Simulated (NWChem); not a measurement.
System: AlH4 anion; SMILES [AlH4-]

Here is an NWChem input.

```
start job
memory heap 200 mb stack 900 mb global 1100 mb
charge -1
geometry units angstroms noautosym nocenter noautoz
  Al     0.000000     0.000000     0.000000
  H     -0.948775     0.948775    -0.948788
  H      0.948775    -0.948775    -0.948788
  H     -0.948775    -0.948775     0.948788
  H      0.948775     0.948775     0.948788
end
basis spherical
  * library def2-svp
end
dft
  xc b3lyp
  iterations 150
  mulliken
end
task dft energy
esp
  recalculate
  probe 0.07
  range 0.3
  factor 1.0
  spacing 0.02
end
task esp
```

Sets without diffuse functions describe the anion's extra electron poorly. Geometry: optimised at B3LYP/def2-SVPD.

Atomic charges in e: unrestrained fits to the electrostatic potential beside Mulliken populations; buried atoms are poorly determined by the fit.

Atoms are numbered as in the input.

Question: What results follow from this input? (B3LYP/def2-SVP.) Quantities: ESP Al1; Mulliken Al1; relative RMS misfit of the potential (%).

Answer: The ESP Al1 is 0.39 and the Mulliken Al1 is 0.17. The relative RMS misfit of the potential (%) comes out as 5.
